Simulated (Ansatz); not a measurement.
Start from `[NH2][Mo]([F])(=[S])=[S]` and change one atom or group to get `[NH2][Mo](=[S])(=[S])[Cl]`.

Ansatz, PBE0-D4/def2-TZVP geometries, multiplicity 1. Each molecule was computed in one conformer, which needn't be the lowest.

Elements past krypton have def2 core potentials.

```json
{"property": "LUMO energy (B3LYP/def2-TZVPP) / eV", "`[NH2][Mo]([F])(=[S])=[S]`": "-3.42"}
{"property": "ideal-gas entropy at 298 K and 1 bar (rigid rotor, harmonic PBE0-D4/def2-TZVP) / J/(mol·K)", "`[NH2][Mo]([F])(=[S])=[S]`": "352"}
{"property": "HOMO–LUMO gap (PBE0/def2-TZVPP) / eV", "`[NH2][Mo]([F])(=[S])=[S]`": "4.17"}
{"property": "HOMO energy (B3LYP/def2-TZVPP) / eV", "`[NH2][Mo]([F])(=[S])=[S]`": "-7.20"}
{"property": "HOMO energy (ωB97M-V/def2-TZVPP) / eV", "`[NH2][Mo]([F])(=[S])=[S]`": "-9.40"}
{"property": "zero-point energy (PBE0-D4/def2-TZVP) / kJ/mol", "`[NH2][Mo]([F])(=[S])=[S]`": "83.5"}
```

Problem. What does the change do to each property? (An estimate is asked.)

Solution. Ansatz gave: 
```
                                                                                  property  `[NH2][Mo](=[S])(=[S])[Cl]`  shift
                                                       LUMO energy (B3LYP/def2-TZVPP) / eV                        -3.45  -0.03
ideal-gas entropy at 298 K and 1 bar (rigid rotor, harmonic PBE0-D4/def2-TZVP) / J/(mol·K)                          364     12
                                                      HOMO–LUMO gap (PBE0/def2-TZVPP) / eV                         4.09  -0.08
                                                       HOMO energy (B3LYP/def2-TZVPP) / eV                        -7.16   0.04
                                                     HOMO energy (ωB97M-V/def2-TZVPP) / eV                        -9.37   0.03
                                            zero-point energy (PBE0-D4/def2-TZVP) / kJ/mol                         81.0   -2.5
```

B3LYP here is the variant with VWN-RPA as its local correlation; programs differ in this.
